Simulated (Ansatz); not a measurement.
This Ansatz (a quantum-chemistry and plane-wave program) input (wB97M-V/jun-cc-pV(T+d)Z) gives -99.74093 Eh with 39 basis functions. A basis named .json is the Basis Set Exchange file of that set (core-valence sets with the plain set on hydrogen).

Ansatz 0.2 input:
```yaml
crystal:
  periodic: [false, false, false]
  atoms:
    - {symbol: F, position_ang: [0.00000000, 0.00000000, 0.00000000]}
basis:
  gaussian:
    orbitals: jun-cc-pV_T+d_Z.json
hamiltonian:
  xc: {name: wB97M-V}
magnetization: {spin_polarized: true, initial_magnetization: 1}
scf: {lower_state_search: full}
```

Change:
```diff
- orbitals: jun-cc-pV_T+d_Z.json
+ orbitals: 6-311++G_3df_3pd_.json
```

What does the run give now?

-99.73648 Eh (wB97M-V/6-311++G(3df,3pd), 39 functions), a change of +4.45 mEh.
